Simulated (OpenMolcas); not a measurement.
## What dynamic correlation does to the levels of neutral iron

```yaml
Program: OpenMolcas
Basis: ANO-RCC-VTZP [6s5p3d2f1g]
Scalar_Hamiltonian: DKH2, point nucleus
Active_space: 8 electrons in 9 orbitals (RAS2 3d 4s; RAS3 4p, at most 2 electrons)
State_averaging: 2S+1 = 5 even, 15 roots; 2S+1 = 3 even, 68 roots kept (CI in the orbitals of an earlier block, 54 in the spin-orbit step); 2S+1 = 1 even, 32 roots kept (CI in the orbitals of an earlier block, 31 in the spin-orbit step); 2S+1 = 5 odd, 90 roots (78 in the spin-orbit step); 2S+1 = 7 odd, 15 roots kept (CI in the orbitals of an earlier block); 2S+1 = 3 odd, 37 roots kept (CI in the orbitals of an earlier block, 15 in the spin-orbit step); 2S+1 = 1 odd, 13 roots kept (CI in the orbitals of an earlier block, 0 in the spin-orbit step)
Spin-orbit_coupling: state interaction with AMFI integrals over the reference wave functions, term energies averaged over their components
```

Methods on the same reference wave functions:
A. RASSCF
B. SS-RASPT2, IPEA 0.25 Eh, imaginary shift 0.1 Eh (closed shells correlated: 3s 3p)
C. MS-RASPT2, IPEA 0.25 Eh, imaginary shift 0.1 Eh (closed shells correlated: 3s 3p)

Energies in cm⁻¹ above 3d⁶ 4s² ⁵D₄, the measured ground level; measured values from NIST Handbook of Basic Atomic Spectroscopic Data.

```
         Level      A      B      C  Measured
   3d⁶ 4s² ⁵D₄    0.0    0.0    0.0       0.0
   3d⁶ 4s² ⁵D₃    386    386    387       416
   3d⁶ 4s² ⁵D₂    663    662    662       704
   3d⁶ 4s² ⁵D₁    842    841    841       888
   3d⁶ 4s² ⁵D₀    931    929    929       978
3d⁶ 4s 4p ⁷D°₅   5869  26410  26410     19351
3d⁶ 4s 4p ⁷D°₄   6101  26640  26640     19562
3d⁶ 4s 4p ⁷D°₃   6308  26850  26850     19757
3d⁶ 4s 4p ⁷D°₂   6471  27010  27010     19912
3d⁶ 4s 4p ⁷D°₁   6584  27120  27120     20020
    3d⁷ 4s ⁵F₅  13460  14680  14680      6928
    3d⁷ 4s ⁵F₄  13931  15150  15150      7377
    3d⁷ 4s ⁵F₃  14310  15530  15530      7728
    3d⁷ 4s ⁵F₂  14595  15820  15820      7986
    3d⁷ 4s ⁵F₁  14785  16010  16010      8155
    3d⁷ 4s ³F₄  19420  19640  19580          
    3d⁷ 4s ³F₃  20027  20250  20140          
   3d⁶ 4s² ³H₆  20079  21010  21010     19390
   3d⁶ 4s² ³H₅  20285  21210  21210     19621
   3d⁶ 4s² ³H₄  20443  21360  21360     19788
    3d⁷ 4s ³F₂  20467  20690  20540          
   3d⁶ 4s² ³P₂  21564  20490  20490     18378
   3d⁶ 4s² ³P₁  22693  21620  21620     19552
   3d⁶ 4s² ³F₄  23144  22950  23010     20641
```

Deviations, from unrounded energies. A percentage is the sum of absolute deviations over the sum of measured energies, with the sign that they share, or ± where signs differ.

| Against measurement | Levels | A | B | C |
| --- | --- | --- | --- | --- |
| mean absolute deviation (cm-1) | 20 | 5600 | 4300 | 4300 |
| fine structure of the ground term (%) | 4 | -5.5 | -5.6 | -5.6 |
| other terms of the ground configuration (%) | 6 | +9.2 | +9.6 | +9.6 |
| other configurations (%) | 10 | ±73.2 | +54.4 | +54.4 |

B, C lie about equally close to measurement and A furthest from it. The largest miss of B in the table is 3d⁷ 4s ⁵F₁, by +7900 cm-1. The ranking rests on the paired levels alone, and a cruder setting can come out closer through cancelling errors.

Between B and C the level of the table that moves most is 3d⁷ 4s ³F₂, by 150 cm-1 (lowest in C, highest in B). Moves below CASPT2's spread within the term are not significant.

The two smallest mean deviations differ by little beside CASPT2's spread within terms, so their order carries little weight.

From A to B the spin-free energies of the other terms of 3d⁶ 4s² shown, above ⁵D, scale by factors of 0.95 to 1.05.

The lowest spin-free term lies below A's lowest term by 0.587 hartree in B, 0.587 hartree in C.

Term energies are means over components that CASPT2 splits; among the terms shown or strongly mixed into the levels shown the widest spread is 1700 cm-1 (3d⁷ 4s ⁵F, C). Over all roots computed the reference weight is 0.86 to 0.92 in B, 0.86 to 0.92 in C; the roots of lowest weight are the least certain, and an intruder state may touch them. Some high roots are left out of the spin-orbit mixing, which shifts the levels that they would mix with. Terms from blocks run as CI alone lack orbitals of their own. A single d shell beside an s shell can misplace configurations of different d count against each other. Without dynamic correlation excited terms often stand tens of per cent too high (terms of higher spin than the ground term too low), and those without a measured partner can miss by more than the paired ones (holds for A). Blocks of more than 70 roots (2S+1 = 5 odd) ran without multistate coupling (holds for C). The CASPT2 spread within a term exceeds the gap to the next term for 3d⁷ 4s ³F and 3d⁶ 4s² ³P, 3d⁶ 4s² ³P and 3d⁶ 4s² ³H, so the order of their levels is uncertain, and so are names and mixing where such terms share a J (holds for C). Computed and measured levels are paired by configuration, term and J; levels that our copy of the source lacks, or whose pairing is in doubt (as where it misses far off the trend of its configuration), stay unpaired and out of the deviations. Levels of configurations outside the active space are missing. The table leaves out levels that lie high or whose names do not pair safely across all columns.

° marks odd parity.
